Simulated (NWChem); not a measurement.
System: MgH$_{2}$S$_{2}$; SMILES [SH][Mg][SH]

Input file for NWChem:

```
start job
memory heap 200 mb stack 900 mb global 1100 mb
geometry units angstroms noautoz
  Mg    -0.065421    -0.217193     0.353590
  S      0.051057    -2.521357     0.395084
  H      0.968559    -2.568318    -0.598682
  S     -0.164368     2.088338     0.369093
  H     -1.142428     2.129154    -0.565219
end
basis spherical
  Mg library 6-31g*
  S library 6-31g*
  H library 6-31g*
end
dft
  xc b3lyp
  iterations 150
end
tddft
  nroots 8
end
task tddft energy
```

Output (shortened):

```
             Northwest Computational Chemistry Package (NWChem) 7.3.0
             --------------------------------------------------------

 C1  symmetry detected

                             Geometry "geometry" -> ""
                             -------------------------

 Output coordinates in angstroms (scale by  1.889725989 to convert to a.u.)

  No.       Tag          Charge          X              Y              Z
 ---- ---------------- ---------- -------------- -------------- --------------
    1 Mg                  12.0000     0.02075209     0.00017199    -0.00555499
    2 S                   16.0000     0.04977476     2.30736587    -0.02734282
    3 H                    1.0000    -0.92768095     2.40380050     0.90371400
    4 S                   16.0000     0.04903868    -2.30704171     0.03277105
    5 H                    1.0000    -0.90235918    -2.41105090    -0.92390572

 Effective nuclear repulsion energy (a.u.)     138.1264356574

                                 NWChem DFT Module
                                 -----------------

 Summary of "ao basis" -> "ao basis" (spherical)
 ------------------------------------------------------------------------------
       Tag                 Description            Shells   Functions and Types
 ---------------- ------------------------------  ------  ---------------------
 Mg                          6-31g*                  8       18   4s3p1d
 S                           6-31g*                  8       18   4s3p1d
 H                           6-31g*                  2        2   2s

            General Information
            -------------------
          SCF calculation type: DFT
          Wavefunction type:  closed shell.
          No. of atoms     :     5
          No. of electrons :    46
           Alpha electrons :    23
            Beta electrons :    23
          Charge           :     0
          Spin multiplicity:     1
          Use of symmetry is: off; symmetry adaption is: off
          Maximum number of iterations: 150
          AO basis - number of functions:    58
                     number of shells:    28
          Convergence on energy requested:  1.00D-06
          Convergence on density requested:  1.00D-05
          Convergence on gradient requested:  5.00D-04

              XC Information
              --------------
                         B3LYP Method XC Potential
                     Hartree-Fock (Exact) Exchange  0.200
                        Slater Exchange Functional  0.800 local
                    Becke 1988 Exchange Functional  0.720 non-local
              Lee-Yang-Parr Correlation Functional  0.810
                  VWN I RPA Correlation Functional  0.190 local

             Grid Information
             ----------------
          Grid used for XC integration:  medium
          Radial quadrature: Mura-Knowles
          Angular quadrature: Lebedev.
          Tag              B.-S. Rad. Rad. Pts. Rad. Cut. Ang. Pts.
          ---              ---------- --------- --------- ---------
          Mg                  1.50       88           9.0       590
          S                   1.00       88          12.0       590
          H                   0.35       45          12.0       434
          Grid pruning is: on
          Number of quadrature shells:   354
          Spatial weights used:  Erf1

      Superposition of Atomic Density Guess
      -------------------------------------

 Sum of atomic energies:        -995.50304628

      Non-variational initial energy
      ------------------------------

 Total energy =    -995.939167
 1-e energy   =   -1654.483382
 2-e energy   =     520.417780
 HOMO         =      -0.328042
 LUMO         =      -0.056231

   convergence    iter        energy       DeltaE   RMS-Dens  Diis-err
 ---------------- ----- ----------------- --------- --------- ---------
 d= 0,ls=0.0,diis     1   -997.6958941073 -1.14D+03  1.90D-02  3.12D-01
 d= 0,ls=0.0,diis     2   -997.7078589688 -1.20D-02  1.08D-02  1.98D-01
 d= 0,ls=0.0,diis     3   -997.7435308731 -3.57D-02  2.62D-03  1.53D-02
 d= 0,ls=0.0,diis     4   -997.7464760492 -2.95D-03  4.28D-04  6.09D-04
 d= 0,ls=0.0,diis     5   -997.7465840780 -1.08D-04  5.05D-05  3.71D-06
 d= 0,ls=0.0,diis     6   -997.7465847699 -6.92D-07  1.92D-05  5.42D-07
 d= 0,ls=0.0,diis     7   -997.7465848686 -9.87D-08  3.49D-06  2.15D-08

         Total DFT energy =     -997.746584868582
      One electron energy =    -1656.787436148773
           Coulomb energy =      589.651881638048
    Exchange-Corr. energy =      -68.737466015230
 Nuclear repulsion energy =      138.126435657374

 Numeric. integr. density =       46.000006267721

                       DFT Final Molecular Orbital Analysis
                       ------------------------------------

 Vector   21  Occ=2.000000D+00  E=-2.814306D-01
              MO Center=  3.6D-02,  3.2D-04,  2.2D-03, r^2= 6.7D+00
   Bfn.  Coefficient  Atom+Function         Bfn.  Coefficient  Atom+Function
  ----- ------------  ---------------      ----- ------------  ---------------
    26      0.455617  2 S  py                46      0.455033  4 S  py
     8     -0.278852  1 Mg py                30      0.213231  2 S  py
    50      0.212990  4 S  py                22     -0.176235  2 S  py
    42     -0.176018  4 S  py                 4      0.126567  1 Mg py
    28      0.109790  2 S  s                 48     -0.109702  4 S  s

 Vector   22  Occ=2.000000D+00  E=-2.544094D-01
              MO Center=  4.7D-02, -4.1D-03,  2.3D-03, r^2= 6.5D+00
   Bfn.  Coefficient  Atom+Function         Bfn.  Coefficient  Atom+Function
  ----- ------------  ---------------      ----- ------------  ---------------
    45     -0.336155  4 S  px                27      0.329146  2 S  pz
    25      0.326628  2 S  px                47      0.320646  4 S  pz
    49     -0.206966  4 S  px                31      0.204030  2 S  pz
    29      0.201016  2 S  px                51      0.198762  4 S  pz
    41      0.129625  4 S  px                21     -0.125963  2 S  px

 Vector   23  Occ=2.000000D+00  E=-2.542734D-01
              MO Center=  3.2D-02,  4.5D-03,  1.7D-03, r^2= 6.5D+00
   Bfn.  Coefficient  Atom+Function         Bfn.  Coefficient  Atom+Function
  ----- ------------  ---------------      ----- ------------  ---------------
    27      0.342911  2 S  pz                47     -0.333462  4 S  pz
    45      0.322747  4 S  px                25      0.313987  2 S  px
    31      0.211279  2 S  pz                51     -0.205552  4 S  pz
    49      0.200247  4 S  px                29      0.194972  2 S  px
    23     -0.132227  2 S  pz                43      0.128598  4 S  pz

[...]

                                NWChem TDDFT Module
                                -------------------

            General Information
            -------------------
           No. of orbitals :     116
            Alpha orbitals :      58
             Beta orbitals :      58
        Alpha frozen cores :       0
         Beta frozen cores :       0
     Alpha frozen virtuals :       0
      Beta frozen virtuals :       0
         Spin multiplicity :       1
    Number of AO functions :      58
        Use of symmetry is : off
      Symmetry adaption is : off
         Schwarz screening :  0.10D-07

              XC Information
              --------------
                  B3LYP Method XC Potential
              Hartree-Fock (Exact) Exchange   0.20
                 Slater Exchange Functional   0.80 local
             Becke 1988 Exchange Functional   0.72 non-local
       Lee-Yang-Parr Correlation Functional   0.81
           VWN I RPA Correlation Functional   0.19 local

             TDDFT Information
             -----------------
          Calculation type : TDDFT
         Wavefunction type : Restricted singlets & triplets
          No. of electrons :      46
           Alpha electrons :      23
            Beta electrons :      23
              No. of roots :       8
          Max subspacesize :    5600
            Max iterations :     100
               Target root :       1
           Target symmetry : none
      Symmetry restriction : off
                 Algorithm : Optimal
        Davidson threshold :  0.10D-03

    8 smallest eigenvalue differences (eV)
--------------------------------------------------------
  No. Spin  Occ  Vir  Irrep   E(Occ)    E(Vir)   E(Diff)
--------------------------------------------------------
    1    1   23   24 a        -0.254    -0.064     5.180
    2    1   22   24 a        -0.254    -0.064     5.184
    3    1   21   24 a        -0.281    -0.064     5.919
    4    1   23   25 a        -0.254    -0.022     6.333
    5    1   22   25 a        -0.254    -0.022     6.336
    6    1   23   26 a        -0.254    -0.021     6.342
    7    1   22   26 a        -0.254    -0.021     6.346
    8    1   20   24 a        -0.313    -0.064     6.774
--------------------------------------------------------

  Entering Davidson iterations
  Restricted singlet excited states

  Iter   NTrls   NConv    DeltaV     DeltaE      Time
  ----  ------  ------  ---------  ---------  ---------
    1      8       0     0.21E+00   0.10+100        2.9
    2     24       0     0.54E-01   0.29E-01        4.2
    3     40       0     0.15E-01   0.29E-02        4.1
    4     56       0     0.54E-02   0.41E-03        4.2
    5     72       2     0.11E-02   0.18E-04        4.2
    6     84       6     0.28E-03   0.72E-06        3.5
    7     88       8     0.77E-04   0.30E-07        2.2
  ----  ------  ------  ---------  ---------  ---------
  Convergence criterion met

  Ground state a        -997.746584868582 a.u.

  ----------------------------------------------------------------------------
  Root   1 singlet a              0.154214054 a.u.                4.1964 eV
  ----------------------------------------------------------------------------
     Transition Moments    X  0.59915   Y -0.00115   Z -0.01640
     Dipole Oscillator Strength                    0.0369343210
     Electric Quadrupole                           0.0000000518
     Magnetic Dipole                               0.0000001985
     Total Oscillator Strength                     0.0369345713

     Occ.   23  a   ---  Virt.   24  a   -0.99705 X
  ----------------------------------------------------------------------------
  Root   2 singlet a              0.154496245 a.u.                4.2041 eV
  ----------------------------------------------------------------------------
     Transition Moments    X -0.01491   Y -0.06011   Z -0.61862
     Dipole Oscillator Strength                    0.0398111512
     Electric Quadrupole                           0.0000000492
     Magnetic Dipole                               0.0000001921
     Total Oscillator Strength                     0.0398113925

     Occ.   22  a   ---  Virt.   24  a    0.99673 X
  ----------------------------------------------------------------------------
  Root   3 singlet a              0.189937264 a.u.                5.1685 eV
  ----------------------------------------------------------------------------
     Transition Moments    X  0.00448   Y  0.77551   Z -0.06817
     Dipole Oscillator Strength                    0.0767442300
     Electric Quadrupole                           0.0000000262
     Magnetic Dipole                               0.0000000670
     Total Oscillator Strength                     0.0767443232

     Occ.   21  a   ---  Virt.   24  a   -0.78237 X
     Occ.   22  a   ---  Virt.   25  a   -0.44736 X
     Occ.   23  a   ---  Virt.   26  a   -0.42855 X
  ----------------------------------------------------------------------------
  Root   4 singlet a              0.195693337 a.u.                5.3251 eV
  ----------------------------------------------------------------------------
     Transition Moments    X  0.01269   Y -0.00394   Z -0.00296
     Dipole Oscillator Strength                    0.0000241853
     Electric Quadrupole                           0.0000001041
     Magnetic Dipole                               0.0000000294
     Total Oscillator Strength                     0.0000243188

     Occ.   22  a   ---  Virt.   25  a   -0.11432 X
     Occ.   22  a   ---  Virt.   26  a    0.66753 X
     Occ.   23  a   ---  Virt.   25  a   -0.73058 X
  ----------------------------------------------------------------------------
  Root   5 singlet a              0.195816192 a.u.                5.3284 eV
  ----------------------------------------------------------------------------
     Transition Moments    X -0.00708   Y -0.02246   Z  0.01034
     Dipole Oscillator Strength                    0.0000863776
     Electric Quadrupole                           0.0000000020
     Magnetic Dipole                               0.0000002910
     Total Oscillator Strength                     0.0000866706

     Occ.   22  a   ---  Virt.   25  a   -0.69462 X
     Occ.   22  a   ---  Virt.   26  a   -0.11668 X
     Occ.   23  a   ---  Virt.   26  a    0.70247 X
     Occ.   23  a   ---  Virt.   27  a   -0.05430 X
  ----------------------------------------------------------------------------
  Root   6 singlet a              0.202825058 a.u.                5.5192 eV
  ----------------------------------------------------------------------------
     Transition Moments    X -0.16462   Y -0.00240   Z -0.00873
     Dipole Oscillator Strength                    0.0036753487
     Electric Quadrupole                           0.0000000672
     Magnetic Dipole                               0.0000000213
     Total Oscillator Strength                     0.0036754371

     Occ.   20  a   ---  Virt.   24  a   -0.44643 X
     Occ.   22  a   ---  Virt.   26  a    0.65621 X
     Occ.   23  a   ---  Virt.   25  a    0.60014 X
  ----------------------------------------------------------------------------
  Root   7 singlet a              0.221134827 a.u.                6.0174 eV
  ----------------------------------------------------------------------------
     Transition Moments    X -0.00502   Y -1.47299   Z  0.04769
     Dipole Oscillator Strength                    0.3202015537
     Electric Quadrupole                           0.0000000481
     Magnetic Dipole                               0.0000005348
     Total Oscillator Strength                     0.3202021366

     Occ.   20  a   ---  Virt.   26  a    0.06802 X
     Occ.   20  a   ---  Virt.   27  a   -0.07434 X
     Occ.   21  a   ---  Virt.   24  a    0.45588 X
     Occ.   21  a   ---  Virt.   25  a    0.64843 X
     Occ.   21  a   ---  Virt.   28  a    0.12420 X
     Occ.   22  a   ---  Virt.   25  a   -0.38846 X
     Occ.   23  a   ---  Virt.   26  a   -0.43149 X
  ----------------------------------------------------------------------------
  Root   8 singlet a              0.223111274 a.u.                6.0712 eV
  ----------------------------------------------------------------------------
     Transition Moments    X  0.11220   Y -0.06111   Z  0.01205
     Dipole Oscillator Strength                    0.0024494875
     Electric Quadrupole                           0.0000001522
     Magnetic Dipole                               0.0000016933
     Total Oscillator Strength                     0.0024513331

     Occ.   20  a   ---  Virt.   24  a    0.33848 X
     Occ.   21  a   ---  Virt.   26  a    0.92301 X
     Occ.   22  a   ---  Virt.   26  a    0.06568 X
     Occ.   22  a   ---  Virt.   27  a   -0.08604 X
     Occ.   23  a   ---  Virt.   25  a    0.10468 X

              Target root =      1
          Target symmetry = none
      Ground state energy =   -997.746584868582
        Excitation energy =      0.154214053511
     Excited state energy =   -997.592370815071

  stored tddft:energy   -997.59237081507081

[...]
```

Level: B3LYP/6-31G* (spherical d), full TDDFT. All runs use the structure optimised with PBE0/def2-SVP. B3LYP is NWChem's, with the RPA form of VWN correlation.
